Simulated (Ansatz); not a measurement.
The cluster AlCu3⁻, relaxed as a doublet with UKS PBE-D4/def2-SVPD in Ansatz, starting from the GFN1-xTB geometry. Force threshold 0.02 eV/Å.

The highest occupied level of the charge -1 doublet lies above zero (up to 0.22 eV). It is a level of β spin, whose loss leaves a triplet; that state wasn't run at this geometry and level. The electron is either unbound and held by the finite basis, or the level is raised by self-interaction error. The relaxation made no stability test and no search for a lower SCF solution. No other spin state of charge -1 was run. The structure comes from a short search, and lower isomers may exist.

Start:

```xyz
4

Al   -0.112   -0.974    0.208
Cu   -2.124   -2.592   -0.073
Cu    0.587    2.684   -0.492
Cu    1.648    0.881    0.357
```

```
         step   energy (eV)  largest force component (eV/Å)  SCF passes
            1  -140475.3623                           0.859          54
            2  -140475.6844                           0.630          40
            3  -140475.8266                           0.364          38
            4  -140475.9632                           0.403          39
            5  -140476.1590                           0.507          40
            6  -140476.2998                           0.208          41
            7  -140476.3018                           0.233          37
            8  -140476.3341                           0.175          42
            9  -140476.3768                           0.255          40
           10  -140476.4459                           0.280          38
           11  -140476.5537                           0.410          38
           12  -140476.7446                           0.560          35
           13  -140477.0233                           0.608          33
           14  -140477.2332                           0.149          32
           15  -140477.2507                           0.194          31
           16  -140477.2571                           0.036          28
           17  -140477.2584                           0.019          26
           18  -140477.2744                           0.154          32
           19  -140477.3215                           0.137          34
20 (rejected)  -140477.3082                           0.283          41
           21  -140477.3293                           0.024          35
           22  -140477.3295                           0.001          32
```

Force components are those of the run's own axes.

End:

```csv
atom,x (Å),y (Å),z (Å)
Al1,0.625,-0.906,-0.991
Cu2,-1.208,-0.743,0.548
Cu3,-0.528,1.231,-0.508
Cu4,1.111,0.418,0.950
```

Bonds formed: Al1–Cu3, Cu2–Cu3, Cu2–Cu4 (atoms count from 1). The end is the same structure that another start reached, the lowest one found.

The force fell under the threshold at step 17, but the optimiser went on and released 0.071 eV more. No frequencies were taken in this run, so the end may be a saddle point.

Run time 43 s (4 threads of AMD EPYC 7B13 on a shared host).
